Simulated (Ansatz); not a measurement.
`Cc1csc(-c2sc(-c3sc(-c4sc(-c5sc(-c6sc(-c7sc(-c8sccc8C)cc7C)cc6C)cc5C)cc4C)cc3C)cc2C)c1` with charge +1. Total charge 1; doublet. Geometry PBE-D4/def2-SVP, that of the neutral singlet; atoms count from 1.

Cartesian coordinates in Å:
```
C 6.198 5.610 10.777
C 5.016 6.388 10.270
C 4.577 7.590 10.805
S 3.190 8.216 9.982
C 3.157 6.852 8.869
C 2.164 6.719 7.829
S 2.213 5.293 6.806
C 0.827 5.818 5.868
C 0.342 5.008 4.780
S 1.409 3.832 4.035
C 0.158 3.272 2.938
C 0.368 2.212 1.988
S -0.988 1.704 0.996
C -0.036 0.477 0.177
C -0.586 -0.378 -0.840
S 0.479 -1.526 -1.636
C -0.816 -2.155 -2.641
C -0.620 -3.207 -3.603
S -2.005 -3.752 -4.533
C -1.055 -4.942 -5.404
C -1.620 -5.798 -6.415
S -0.541 -6.831 -7.339
C -1.862 -7.523 -8.257
C -1.604 -8.537 -9.254
S -0.176 -9.549 -9.116
C -0.556 -10.392 -10.575
C -1.730 -9.929 -11.135
C -2.344 -8.868 -10.399
C -3.610 -8.185 -10.830
C -3.068 -6.943 -7.864
C -2.952 -5.972 -6.832
C -4.132 -5.241 -6.260
C 0.272 -4.890 -4.967
C 0.536 -3.927 -3.961
C 1.895 -3.718 -3.358
C -2.004 -1.479 -2.346
C -1.897 -0.483 -1.344
C -3.061 0.349 -0.888
C 1.271 0.494 0.675
C 1.516 1.454 1.688
C 2.852 1.627 2.353
C -1.013 4.005 3.157
C -0.932 4.979 4.183
C -2.088 5.845 4.592
C 0.357 7.035 6.365
C 1.095 7.553 7.464
C 0.755 8.853 8.135
C 4.202 5.978 9.171
H 6.967 5.483 9.986
H 6.678 6.114 11.638
H 5.900 4.592 11.104
H 5.003 8.145 11.650
H 0.108 -11.186 -10.939
H -2.149 -10.331 -12.069
H -3.800 -8.352 -11.908
H -3.563 -7.091 -10.652
H -4.497 -8.566 -10.278
H -4.036 -7.243 -8.283
H -4.203 -5.364 -5.159
H -4.077 -4.149 -6.455
H -5.076 -5.613 -6.704
H 1.049 -5.553 -5.373
H 2.634 -4.408 -3.808
H 2.260 -2.681 -3.513
H 1.891 -3.894 -2.261
H -2.951 -1.706 -2.856
H -3.986 0.050 -1.417
H -3.243 0.243 0.202
H -2.896 1.430 -1.080
H 2.048 -0.193 0.311
H 3.595 0.925 1.931
H 2.794 1.442 3.447
H 3.247 2.657 2.225
H -1.932 3.826 2.580
H -1.979 6.885 4.215
H -2.178 5.908 5.696
H -3.039 5.447 4.188
H -0.488 7.575 5.921
H -0.122 9.325 7.652
H 1.597 9.576 8.090
H 0.514 8.713 9.210
H 4.377 5.052 8.604
```

Single mean-field runs in def2-SVP are fitted with def2-universal-jkfit.

(1) Estimate the Mulliken populations of the heavy atoms from the PBE0/def2-SVP orbitals of Ansatz.

(2) Where does the spin sit?

(3) And the Mayer bond orders between bonded heavy atoms (over 0.3, the first 40 of 55)?

Results:

(1) 
```
atom  charge (e)  spin (α − β)
  C1        0.01          0.00
  C2       -0.12         -0.03
  C3       -0.10          0.07
  S4        0.11          0.00
  C5       -0.13         -0.03
  C6       -0.06          0.11
  S7        0.14         -0.01
  C8       -0.10         -0.02
  C9       -0.07          0.12
 S10        0.14         -0.02
 C11       -0.09          0.00
 C12       -0.06          0.11
 S13        0.12         -0.03
 C14       -0.07          0.03
 C15       -0.06          0.08
 S16        0.12         -0.03
 C17       -0.07          0.06
 C18       -0.07          0.04
 S19        0.12         -0.02
 C20       -0.06          0.07
 C21       -0.09          0.00
 S22        0.15         -0.01
 C23       -0.08          0.07
 C24       -0.14         -0.02
 S25        0.13          0.00
 C26       -0.08          0.04
 C27       -0.02         -0.02
 C28       -0.08          0.04
 C29        0.00          0.00
 C30       -0.02         -0.02
 C31       -0.11          0.06
 C32        0.01         -0.01
 C33       -0.03          0.01
 C34       -0.10          0.05
 C35        0.01          0.00
 C36       -0.03          0.04
 C37       -0.10          0.03
 C38        0.01          0.00
 C39       -0.02          0.07
 C40       -0.11          0.01
 C41        0.01          0.00
 C42       -0.03          0.08
 C43       -0.09         -0.01
 C44        0.00          0.00
 C45       -0.01          0.08
 C46       -0.13         -0.03
 C47        0.01          0.00
 C48        0.00          0.06
```
Mulliken values and Mayer orders depend strongly on the basis.

(2) Summed by element: C 1.13, S -0.13, H 0.00, of 1 unpaired in all. Largest on single atoms: C9 0.12, C12 0.11, C6 0.11.

(3) C1–C2 1.06 (1.50 Å); C2–C3 1.53 (1.39 Å); C2–C48 1.30 (1.43 Å); C3–S4 1.16 (1.73 Å); S4–C5 1.13 (1.76 Å); C5–C6 1.20 (1.44 Å); C5–C48 1.45 (1.40 Å); C6–S7 1.13 (1.76 Å); C6–C46 1.43 (1.40 Å); S7–C8 1.11 (1.75 Å); C8–C9 1.20 (1.44 Å); C8–C45 1.41 (1.40 Å); C9–S10 1.12 (1.75 Å); C9–C43 1.41 (1.41 Å); S10–C11 1.10 (1.76 Å); C11–C12 1.25 (1.44 Å); C11–C42 1.37 (1.40 Å); C12–S13 1.11 (1.76 Å); C12–C40 1.38 (1.41 Å); S13–C14 1.11 (1.76 Å); C14–C15 1.26 (1.44 Å); C14–C39 1.36 (1.40 Å); C15–S16 1.10 (1.76 Å); C15–C37 1.37 (1.41 Å); S16–C17 1.11 (1.76 Å); C17–C18 1.26 (1.44 Å); C17–C36 1.37 (1.40 Å); C18–S19 1.10 (1.76 Å); C18–C34 1.38 (1.41 Å); S19–C20 1.12 (1.75 Å); C20–C21 1.23 (1.44 Å); C20–C33 1.38 (1.40 Å); C21–S22 1.10 (1.76 Å); C21–C31 1.42 (1.41 Å); S22–C23 1.14 (1.75 Å); C23–C24 1.16 (1.45 Å); C23–C30 1.44 (1.39 Å); C24–S25 1.13 (1.75 Å); C24–C28 1.48 (1.40 Å); S25–C26 1.18 (1.73 Å).
